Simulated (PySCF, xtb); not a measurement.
Al(Cl)(Me)(SeH) (CH4AlClSe), SMILES [Cl][Al]([SeH])[CH3].

GFN2-xTB run with xtb at its own geometry gives an orbital gap of 3.79 eV and a dipole moment of 3.17 D.

Geometry: B3LYP-D3(BJ)/def2-SVP. The structure was generated by enumeration; whether it is a known compound was not checked. The values are those of a single conformer.

Question: What does PBE0/def2-TZVP (PySCF) give? (An estimate is asked for; the answer gives what the named calculation found.)

Answer: gap 6.60 eV (levels -7.45 and -0.85 eV), dipole 2.37 D.
